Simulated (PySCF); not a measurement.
# Computed records: B2FH2O, BH2O2Si, BH4OSi2, H4NOSi2

Computed with PySCF 2.14.0. Calculation on a computer-drawn molecule: optimised geometry and harmonic frequencies of an isolated molecule of the commonest isotopes, restricted reference for singlets and unrestricted otherwise, frozen core in MP2.

(1) B2FH2O

Start structure:
```xyz
6
B2FH2O
O     -2.0037    -2.7300    -0.2409
B     -1.2979    -1.7517    -0.1993
B     -0.2322    -0.4758    -0.2059
F     -0.8909     0.7528     0.2655
H      0.2876    -0.3009    -1.3420
H      0.6834    -0.6894     0.5826
```

```
charge                                        : -1
multiplicity                                  : 1
method                                        : HF
basis                                         : aug-cc-pVDZ
rotational constants                          : 31.91, 3.602, 3.324 GHz
total energy                                  : -224.9887 hartree
convergence status largest gradient component : 3.053e-05 hartree/bohr
```

Drawn bonds:
```csv
atom,other atom,order
1,2,2
2,3,1
3,4,1
3,5,1
3,6,1
```

Optimised structure:
```xyz
6
B2FH2O
O     -2.0342    -2.7550    -0.2449
B     -1.3054    -1.7904    -0.2130
B     -0.1982    -0.4341    -0.1880
F     -0.8933     0.7776     0.2377
H      0.2582    -0.2906    -1.3287
H      0.7193    -0.7025     0.5969
```

Modes:
```csv
frequency (cm⁻¹),reduced mass (dalton)
186.2,9.749
318.5,2.797
496.4,8.215
662.3,5.4
837,1.961
903.8,6.036
1038,1.117
1190,1.338
1255,1.095
1976,12.3
2351,1.105
2376,1.05
```

(2) BH2O2Si

Start structure:
```xyz
6
BH2O2Si
O      1.4256     1.8119    -2.1354
B      0.5611     1.6440    -1.2681
Si    -0.7420     1.2851     0.1627
O     -1.2148    -0.1268     0.3345
H     -1.8590     2.2737    -0.1665
H     -0.1797     1.9832     1.4213
```

```
charge                                        : -1
multiplicity                                  : 1
method                                        : HF
basis                                         : aug-cc-pV(D+d)Z
rotational constants                          : 21.75, 2.811, 2.56 GHz
total energy                                  : -464.6446 hartree
convergence status largest gradient component : 2.061e-05 hartree/bohr
```

Drawn bonds:
```csv
atom,other atom,order
1,2,2
2,3,1
3,4,1
3,5,1
3,6,1
```

Optimised structure:
```xyz
6
BH2O2Si
O      1.4264     1.8503    -2.1331
B      0.6079     1.6334    -1.2786
Si    -0.8090     1.2958     0.2079
O     -1.2312    -0.1865     0.3648
H     -1.8640     2.3016    -0.1917
H     -0.1389     1.9765     1.3792
```

Modes:
```csv
frequency (cm⁻¹),reduced mass (dalton)
169.8,9.786
288.7,3.295
408.3,9.961
490.1,11.84
668,1.756
810.8,1.106
956.7,1.158
1037,1.101
1145,8.463
2012,12.42
2080,1.046
2142,1.031
```

(3) BH2O2Si

Start structure:
```xyz
6
BH2O2Si
O      1.4264     1.8503    -2.1331
B      0.6079     1.6334    -1.2786
Si    -0.8090     1.2958     0.2079
O     -1.2312    -0.1865     0.3648
H     -1.8640     2.3016    -0.1917
H     -0.1389     1.9765     1.3792
```

```
charge                                        : -1
multiplicity                                  : 1
method                                        : MP2
basis                                         : aug-cc-pV(D+d)Z
rotational constants                          : 20.66, 2.769, 2.51 GHz
total energy                                  : -465.2378 hartree
convergence status largest gradient component : 3.039e-05 hartree/bohr
```

Drawn bonds:
```csv
atom,other atom,order
1,2,2
2,3,1
3,4,1
3,5,1
3,6,1
```

Optimised structure:
```xyz
6
BH2O2Si
O      1.4444     1.8434    -2.1541
B      0.6014     1.6488    -1.2683
Si    -0.8081     1.3017     0.2080
O     -1.2402    -0.2264     0.3664
H     -1.8658     2.3144    -0.1871
H     -0.1405     1.9893     1.3836
```

Modes:
```csv
frequency (cm⁻¹),reduced mass (dalton)
148.9,10.09
260.2,3.406
385.9,10.04
461.8,11.66
618.3,1.729
753.6,1.093
890.6,1.179
969.3,1.373
1032,3.161
1811,12.4
2041,1.047
2087,1.031
```

(4) BH4OSi2

Start structure:
```xyz
8
BH4OSi2
O     -1.5118     2.1561     0.2905
Si    -0.7140     0.9911    -0.0491
B     -1.1330    -0.6041    -1.0648
Si     0.1708    -1.6709    -1.9302
H      0.6721     0.9349     0.5433
H     -2.2205    -0.8267    -1.2680
H     -0.0092    -2.8323    -2.7583
H      1.6852    -1.4899    -1.9041
```

```
charge                                        : 0
multiplicity                                  : 2
method                                        : HF
basis                                         : cc-pV(D+d)Z
rotational constants                          : 10.8, 2.199, 1.827 GHz
total energy                                  : -679.6798 hartree
spin squared                                  : 0.7643
convergence status largest gradient component : 3.12e-06 hartree/bohr
```

Drawn bonds:
```csv
atom,other atom,order
1,2,2
2,3,1
3,4,1
2,5,1
3,6,1
4,7,1
4,8,1
```

Optimised structure:
```xyz
8
BH4OSi2
O      0.7823     1.5299    -0.0239
Si    -0.6123     0.9608     0.0072
B     -1.1351    -0.7118    -0.9918
Si     0.2254    -1.6013    -2.0226
H     -1.6877     1.6174     0.7898
H     -2.2477    -1.1543    -0.9589
H     -0.0061    -2.8323    -2.8042
H      1.6209    -1.1502    -2.1363
```

Modes:
```csv
frequency (cm⁻¹),reduced mass (dalton)
61.03,2.092
98.17,6.675
265.6,1.144
330.1,4.242
468.4,1.204
504.8,2.144
560.8,1.238
668.1,1.891
704.9,1.401
796.4,2.087
925.8,1.198
1002,1.275
1060,1.389
1283,17.38
2303,1.043
2344,1.038
2379,1.046
2727,1.092
```

(5) H4NOSi2

Start structure:
```xyz
8
H4NOSi2
O      0.3536     2.8051     2.3726
Si     0.0199     1.4940     1.7723
N     -1.1867     1.3037     0.5909
Si    -1.7341    -0.1043    -0.3575
H      0.5689     0.1881     2.0123
H     -1.7837     2.1148     0.4942
H     -0.5339    -0.9071    -0.7393
H     -2.6389     0.4076    -1.4085
```

```
charge                                        : 0
multiplicity                                  : 2
method                                        : HF
basis                                         : cc-pV(D+d)Z
rotational constants                          : 29.07, 1.938, 1.833 GHz
total energy                                  : -709.5340 hartree
spin squared                                  : 0.7535
convergence status largest gradient component : 3.002e-05 hartree/bohr
```

Drawn bonds:
```csv
atom,other atom,order
1,2,2
2,3,1
3,4,1
2,5,1
3,6,1
4,7,1
4,8,1
```

Optimised structure:
```xyz
8
H4NOSi2
O      0.3267     2.7097     2.4884
Si     0.0160     1.5058     1.6564
N     -1.3376     1.3163     0.6708
Si    -1.8757    -0.0238    -0.3227
H      0.8348     0.2932     1.5631
H     -1.9534     2.1153     0.6875
H     -0.8073    -1.0471    -0.2978
H     -2.1384     0.4325    -1.7085
```

Modes:
```csv
frequency (cm⁻¹),reduced mass (dalton)
109.5,5.715
122.1,1.205
189,5.157
338.1,8.916
599.5,1.304
670.5,1.799
690.1,1.324
811.2,1.972
848.2,1.18
959.4,1.175
992.5,1.779
996.2,1.358
1274,1.824
1371,4.235
2286,1.033
2316,1.05
2402,1.045
3744,1.074
```
